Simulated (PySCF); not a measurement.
C5H4BNS, SMILES Bc1ccc(C#N)s1, GFN2-xTB optimised geometry.

```
12

B     -1.41    -2.44     0.00
C     -0.46    -1.25     0.00
C      0.93    -1.25     0.00
C      1.51     0.01     0.00
C      0.56     1.02     0.00
C      0.81     2.39     0.00
N      1.01     3.52     0.00
S     -1.05     0.39     0.00
H     -0.97    -3.52     0.00
H     -2.57    -2.27     0.00
H      1.49    -2.17     0.00
H      2.57     0.20     0.00
```

Density from CAM-B3LYP/def2-TZVP run with PySCF at that geometry.

Minimum of the electron density along straight lines between bonded atoms, close to the bond critical point (lines longer than 1.1 times the sum of covalent radii, or with two minima, are not listed):

```csv
bond,length / Å,ρ at the minimum / e bohr⁻³,∇²ρ there / e bohr⁻⁵,position (fraction from the first atom)
B1–C2,1.525,0.194,?,0.33
C2–C3,1.384,0.324,-0.95,0.50
C3–C4,1.394,0.319,-0.95,0.50
C4–C5,1.380,0.323,-0.94,0.48
C5–C6,1.397,0.307,-0.95,0.47
C6–N7,1.148,0.502,-0.21,0.35
C2–S8,1.743,0.210,-0.41,0.46
C5–S8,1.728,0.215,-0.46,0.50
B1–H9,1.168,0.195,-0.39,0.44
B1–H10,1.168,0.195,-0.40,0.44
C3–H11,1.076,0.292,-1.08,0.65
C4–H12,1.076,0.291,-1.07,0.65
```

Q: Fill in the missing entries.

A: 
- B1–C2, ∇²ρ there / e bohr⁻⁵: -0.11
